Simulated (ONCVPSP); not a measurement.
**Pseudopotential generation for Sn: ONCV, PBE, scalar-relativistic.**

ONCVPSP 4.0.1 was run on this input:

```
# ATOM AND REFERENCE CONFIGURATION
# atsym  z   nc   nv     iexc    psfile
  Sn 50.00    9    2        4      upf
#
#   n    l    f
    1    0    2.00
    2    0    2.00
    2    1    6.00
    3    0    2.00
    3    1    6.00
    3    2   10.00
    4    0    2.00
    4    1    6.00
    4    2   10.00
    5    0    2.00
    5    1    2.00
#
# PSEUDOPOTENTIAL AND OPTIMIZATION
# lmax
    2
#
#   l,   rc,      ep,       ncon, nbas, qcut
    0    2.20    0.00    3    8    2.90
    1    2.20    0.00    4    8    3.70
    2    2.40    0.17    5    9    4.40
#
# LOCAL POTENTIAL
# lloc, lpopt,  rc(5),   dvloc0
    4    5    2.10    6.00
#
# VANDERBILT-KLEINMAN-BYLANDER PROJECTORs
# l, nproj, debl
    0    2    1.80
    1    2    3.30
    2    2    3.70
#
# MODEL CORE CHARGE
# icmod, fcfact, rcfact
    3    2.25    1.70
#
# LOG DERIVATIVE ANALYSIS
# epsh1, epsh2, depsh
   -2.00    5.00    0.02
#
# OUTPUT GRID
# rlmax, drl
    6.00    0.01
#
# TEST CONFIGURATIONS
# ncnf
    4
# nvcnf
#   n    l    f
    2
    5    0    2.00
    5    1    1.00
#
    2
    5    0    2.00
    5    1    0.00
#
    2
    5    0    1.00
    5    1    0.00
#
    2
    5    0    1.00
    5    1    2.00
#
```

Command:

```bash
oncvpsp.x < Sn.dat > Sn.out
```

Resulting log (shortened: citation, most of the input echo, consistency checks and plot data are left out):

```
ONCVPSP  (Optimized Norm-Conservinng Vanderbilt PSeudopotential)
scalar-relativistic version 4.0.1

#   n    l    f        energy (Ha)
    1    0    2.00    -1.0662547E+03
    2    0    2.00    -1.6096598E+02
    2    1    6.00    -1.4449653E+02
    3    0    2.00    -3.1062333E+01
    3    1    6.00    -2.5680795E+01
    3    2   10.00    -1.7397997E+01
    4    0    2.00    -4.9218508E+00
    4    1    6.00    -3.2964217E+00
    4    2   10.00    -9.4956597E-01
    5    0    2.00    -3.8767815E-01
    5    1    2.00    -1.3576403E-01

Reference configufation results
  iterations    25
  all-electron total energy (Ha)   -6.17720227D+03

Begin loop to  construct optimized pseudo wave functions
and semi-local pseudopoentials for all angular momenta

   Wellstate for l =  0  n =  7
     eigenvalue =   1.4123
     asymptotic potential =   1.9123
     half-point radius =  4.7884

Calculating optimized projector #   1

 for l=   0

    Fraction of norm inside rc  0.463076
    Optimizing pswf for qcut=   2.90 a_B^-1,  ecut=   4.21 Ha
    Residual kinetic energy error=  2.43D-03 Ha

    Energy error per electron        Cutoff
         Ha          eV             Ha
         0.01000     0.27211        3.09
         0.00100     0.02721        7.99
         0.00010     0.00272       38.97
         0.00001     0.00027       74.09

Calculating optimized projector #   2

 for l=   0

    Fraction of norm inside rc  0.111694
    Optimizing pswf for qcut=   2.90 a_B^-1,  ecut=   4.21 Ha
    Residual kinetic energy error=  1.75D-02 Ha

    Energy error per electron        Cutoff
         Ha          eV             Ha
         0.01000     0.27211        4.64
         0.00100     0.02721       11.14
         0.00010     0.00272       37.30
         0.00001     0.00027       49.45

   Wellstate for l =  1  n =  7
     eigenvalue =   3.1642
     asymptotic potential =   3.6642
     half-point radius =  3.5863

Calculating optimized projector #   1

 for l=   1

    Fraction of norm inside rc  0.211806
    Optimizing pswf for qcut=   3.70 a_B^-1,  ecut=   6.84 Ha
    Residual kinetic energy error=  1.57D-04 Ha

    Energy error per electron        Cutoff
         Ha          eV             Ha
         0.01000     0.27211        1.52
         0.00100     0.02721        5.16
         0.00010     0.00272        7.58
         0.00001     0.00027       23.55

Calculating optimized projector #   2

 for l=   1

    Fraction of norm inside rc  0.148547
    Optimizing pswf for qcut=   3.70 a_B^-1,  ecut=   6.84 Ha
    Residual kinetic energy error=  4.25D-02 Ha

    Energy error per electron        Cutoff
         Ha          eV             Ha
         0.01000     0.27211        8.58
         0.00100     0.02721       15.38
         0.00010     0.00272       38.33
         0.00001     0.00027       45.95

   Wellstate for l =  2  n =  5
     eigenvalue =   0.1700
     asymptotic potential =   0.6700
     half-point radius =  7.0027

   Wellstate for l =  2  n =  8
     eigenvalue =   3.8700
     asymptotic potential =   4.3700
     half-point radius =  4.5654

Calculating optimized projector #   1

 for l=   2

    Fraction of norm inside rc  0.069846
    Optimizing pswf for qcut=   4.40 a_B^-1,  ecut=   9.66 Ha
    Residual kinetic energy error=  3.30D-03 Ha

    Energy error per electron        Cutoff
         Ha          eV             Ha
         0.01000     0.27211        7.20
         0.00100     0.02721       26.48
         0.00010     0.00272       49.13
         0.00001     0.00027       54.87

Calculating optimized projector #   2

 for l=   2

    Fraction of norm inside rc  0.124292
    Optimizing pswf for qcut=   4.40 a_B^-1,  ecut=   9.66 Ha
    Residual kinetic energy error=  3.25D-01 Ha

    Energy error per electron        Cutoff
         Ha          eV             Ha
         0.01000     0.27211       46.43
         0.00100     0.02721       63.56
         0.00010     0.00272       69.85
         0.00001     0.00027       83.74

Construct Vanderbilt / Kleinmman-Bylander projectors

B matrix Hermiticity error, ll=   0
   1   2   -1.0986E-04

  Orthonormal projector coefficients  1.8246E+00 -1.0659E+00

B matrix Hermiticity error, ll=   1
   1   2   -1.6697E-04

  Orthonormal projector coefficients  9.0716E-01 -8.5699E-01

B matrix Hermiticity error, ll=   2
   1   2    9.6952E-05

  Orthonormal projector coefficients -1.3086E+01 -8.2881E+00

Model core correction analysis
  based on d2Exc/dn_idn_j

d2excae - all-electron derivatives

   -2.582031D-02   -2.049518D-02
   -2.049358D-02   -2.344437D-02

d2excps - pseudofunction derivatives with no core correction

   -3.727804D-02   -2.465725D-02
   -2.465921D-02   -2.522619D-02

rms 2nd derivative error    6.502499E-03

rmatch, rhocmatch    1.9476    0.4211

Teter function model core charge with specified parameters

d2excps - pseudofunction derivatives with core correction

   -2.486148D-02   -1.834094D-02
   -1.834052D-02   -2.037080D-02

rms 2nd derivative error    2.215998E-03

Pseudoatom total energy   -3.471461

Diagnostic tests using Vanderbilt-Kleinman-Bylander pseudopotentials
  1 or more projectors used as specified by nproj input data

   l    rcore       rmatch      e in        delta e   norm test  slope test

   0   2.2082403   2.2752873  -0.3876781   0.0000845   1.0000945   1.0008663
   0   2.2082403   2.2752873   1.4123218  -0.0000121   1.0002036   1.0002036

   1   2.2082403   2.2752873  -0.1357640   0.0000005   1.0000216   1.0000125
   1   2.2082403   2.2752873   3.1642360   0.0000376   1.0001944   1.0001944

   2   2.4011433   2.4740472   0.1700000   0.0000042   1.0000403   1.0000403
run_diag: lschvkbbe ERROR   2   4   2  60  3.86999999E+00  3.43299999E+00
   2   2.4011433   2.4740472   3.8700000  -0.4370000   1.7818556   1.0221877

 Testing for bound ghosts
   n   l    E NL Schr. Eq   E Basis Diag.   E Cutoff

   1   0       -0.387594       -0.386507     53.55

   2   1       -0.135763       -0.124378     61.59

       2                       -4.240995     76.22  WARNING - GHOST(-)

 Testing for highly-localized positive-energy ghosts
       l    <radius>/rc     E Basis Diag.   E Cutoff

Test configuration 0

   n   l     f        eae           eps        diff
   1   0  2.0000-1066.25467375
   2   0  2.0000 -160.96597558
   2   1  6.0000 -144.49652697
   3   0  2.0000  -31.06233310
   3   1  6.0000  -25.68079503
   3   2 10.0000  -17.39799707
   4   0  2.0000   -4.92185075
   4   1  6.0000   -3.29642165
   4   2 10.0000   -0.94956597
   5   0  2.0000   -0.38767815   -0.38759361    8.45D-05
   5   1  2.0000   -0.13576403   -0.13576348    5.45D-07

    Total energies and differences
      AE_ref= -6.17720227D+03  AE_tst= -6.17720227D+03  dif=  0.00D+00
      PS_ref= -3.47146139D+00  PS_tst= -3.47146139D+00  dif= -5.33D-15
      PSP excitation error=  5.33D-15

Test configuration 1

   n   l     f        eae           eps        diff
   1   0  2.0000-1066.55068153
   2   0  2.0000 -161.26053810
   2   1  6.0000 -144.79125816
   3   0  2.0000  -31.35649982
   3   1  6.0000  -25.97497354
   3   2 10.0000  -17.69213282
   4   0  2.0000   -5.21546190
   4   1  6.0000   -3.59004514
   4   2 10.0000   -1.24234697
   5   0  2.0000   -0.65457098   -0.65864474   -4.07D-03
   5   1  1.0000   -0.37688501   -0.38135094   -4.47D-03

    Total energies and differences
      AE_ref= -6.17720227D+03  AE_tst= -6.17694963D+03  dif=  2.53D-01
      PS_ref= -3.47146139D+00  PS_tst= -3.21684298D+00  dif=  2.55D-01
      PSP excitation error= -1.98D-03

Test configuration 2

   n   l     f        eae           eps        diff
   1   0  2.0000-1066.90399174
   2   0  2.0000 -161.61071842
   2   1  6.0000 -145.14177741
   3   0  2.0000  -31.70583312
   3   1  6.0000  -26.32432809
   3   2 10.0000  -18.04140377
   4   0  2.0000   -5.56333951
   4   1  6.0000   -3.93780369
   4   2 10.0000   -1.58788824
   5   0  2.0000   -0.95884427   -0.97054693   -1.17D-02

    Total energies and differences
      AE_ref= -6.17720227D+03  AE_tst= -6.17643687D+03  dif=  7.65D-01
      PS_ref= -3.47146139D+00  PS_tst= -2.69594528D+00  dif=  7.76D-01
      PSP excitation error= -1.01D-02

Test configuration 3

   n   l     f        eae           eps        diff
   1   0  2.0000-1067.35626714
   2   0  2.0000 -162.05694049
   2   1  6.0000 -145.58836272
   3   0  2.0000  -32.15155356
   3   1  6.0000  -26.77004380
   3   2 10.0000  -18.48691268
   4   0  2.0000   -6.00630796
   4   1  6.0000   -4.38002415
   4   2 10.0000   -2.02354475
   5   0  1.0000   -1.32156155   -1.34500932   -2.34D-02

    Total energies and differences
      AE_ref= -6.17720227D+03  AE_tst= -6.17529867D+03  dif=  1.90D+00
      PS_ref= -3.47146139D+00  PS_tst= -1.54000609D+00  dif=  1.93D+00
      PSP excitation error= -2.78D-02

Test configuration 4

   n   l     f        eae           eps        diff
   1   0  2.0000-1066.60795705
   2   0  2.0000 -161.31655524
   2   1  6.0000 -144.84717792
   3   0  2.0000  -31.41328554
   3   1  6.0000  -26.03173126
   3   2 10.0000  -17.74879221
   4   0  2.0000   -5.27239825
   4   1  6.0000   -3.64673914
   4   2 10.0000   -1.29656301
   5   0  1.0000   -0.68727307   -0.69286220   -5.59D-03
   5   1  2.0000   -0.40279625   -0.40700433   -4.21D-03

    Total energies and differences
      AE_ref= -6.17720227D+03  AE_tst= -6.17666852D+03  dif=  5.34D-01
      PS_ref= -3.47146139D+00  PS_tst= -2.93522009D+00  dif=  5.36D-01
      PSP excitation error= -2.49D-03
```

Note: ghosts flagged at negative energy: d at -115.4 eV; no localised positive-energy state flagged. A true bound ghost makes a file unfit for plane-wave use.

The run took about 4 s on one core of a shared server CPU.
